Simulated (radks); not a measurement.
The numbers below are computed, except where a source is named.
Problem. The mean radii <r> (bohr) of the occupied orbitals of an atom or ion are listed with their occupations. Code: a radial shooting solver on a logarithmic mesh with Libxc functionals. Model: scalar-relativistic Kohn-Sham, BLYP, spin-polarised, spherical densities, finite nucleus; Fermi nuclear charge, rms radius of each element as measured or else 0.836 A^(1/3) + 0.57 fm.

| orbital | occ. | <r> |
|---|---|---|
| 1s up | 1 | 0.04275 |
| 1s down | 1 | 0.04275 |
| 2s up | 1 | 0.1896 |
| 2s down | 1 | 0.1896 |
| 2p up | 3 | 0.1654 |
| 2p down | 3 | 0.1654 |
| 3s up | 1 | 0.5517 |
| 3s down | 1 | 0.5516 |
| 3p up | 3 | 0.5644 |
| 3p down | 3 | 0.5643 |
| 3d up | 5 | 0.5911 |
| 3d down | 5 | 0.5904 |
| 4s up | 1 | 1.670 |
| 4s down | 1 | 1.672 |
| 4p up | 3 | 2.100 |
| 4p down | 2 | 2.129 |

Name the element and its charge. Open shells, if any, are filled with parallel spins first.

Solution. Z = 35, bromine, charge 0: Br in [Ar] 3d10 4s2 4p5. The 1s radius gives Z: for a bare nucleus <r> = (2 gamma + 1)/(2Z) with gamma = sqrt(1 - (Z/c)^2), 0.04191 bohr for Z = 35, and screening makes it slightly larger (0.04275 here). The occupations add up to 35, and the charge is Z minus that.
